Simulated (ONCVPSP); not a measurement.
**Ge: one change to an ONCV potential, before and after**

ONCVPSP 4.0.1 input, shortened (lines: element, Z, core and valence counts, functional; n l f; lmax; l rc ep ncon nbas qcut; lloc lpopt rc5 dvloc0; l nproj debl; icmod fcfact rcfact), PBE, scalar-relativistic:

```
  Ge 32.00    6    2        4      upf
    1    0    2.00
    2    0    2.00
    2    1    6.00
    3    0    2.00
    3    1    6.00
    3    2   10.00
    4    0    1.00
    4    1    3.00
    2
    0    1.80    0.00    3    8    3.10
    1    1.75    0.00    5    9    5.30
    2    1.75    0.23    4    8    5.30
    1    5    1.75    0.00
    0    2    0.90
    1    0    3.50
    2    3    1.10
    3    4.00    1.75
```

Change: core correction polynomial model core, fcfact 0.6.

Cutoffs: the cutoffs (Ha) at which the residual kinetic energy of the hardest occupied pseudo-wave falls to 1 and 0.1 mHa per electron; they do not see the model core or the augmentation charge, which bear on the density cutoff. Errors are all-electron minus pseudo energies relative to the spin-unpolarised reference configuration.

Q: What does the change do?

A: The potential gets neither clearly harder nor softer (28 Ha and 66 Ha → 28 Ha and 66 Ha); both files keep a bound ghost (d); of the 4 tests that both files solve, the error grows in 0 and shrinks in 3 by more than 15 % and 0.3 meV (median size 65.2 → 25.5 meV). A model core, the more so a compact one, raises the density cutoff, which this test does not measure.

```csv
quantity,base,changed
"cutoff, loose",28 Ha,28 Ha
"cutoff, tight",66 Ha,66 Ha
bound ghosts,d,d
GHOST(+) flags under 300 eV,s at 104.9 eV,s at 104.9 eV
"error for 4s2 4p2, meV [ΔE -7.97 eV]",-29,-26
"error for 4s2 4p1, meV [ΔE -0.53 eV]",-88,-23
"error for 4s2 4p0, meV [ΔE 14.91 eV]",-346,-34
"error for 4s2 4p1.5, meV [ΔE -5.17 eV]",-43,-25
s: phases at 1.83 bohr within 0.05 rad from the reference energy up to (Ha; the scan ends near 5),2.8,2.8
p: phases at 1.78 bohr within 0.05 rad from the reference energy up to (Ha; the scan ends near 5),2.9,2.9
d: phases at 1.78 bohr within 0.05 rad from the reference energy up to (Ha; the scan ends near 5),to the end of the scan,to the end of the scan
"rms error of d²Exc/dni dnj with the model core, mHa",5.68,0.22
```

Base: The cutoffs count occupied waves only; projector 3 of the d channel, the hardest unoccupied one, needs 124 Ha at the loose tolerance. Changed file: The cutoffs count occupied waves only; projector 3 of the d channel, the hardest unoccupied one, needs 124 Ha at the loose tolerance. A true bound ghost makes a file unfit for plane-wave use even where its test errors are small: the radial tests pick states by their node count and pass the ghost by.
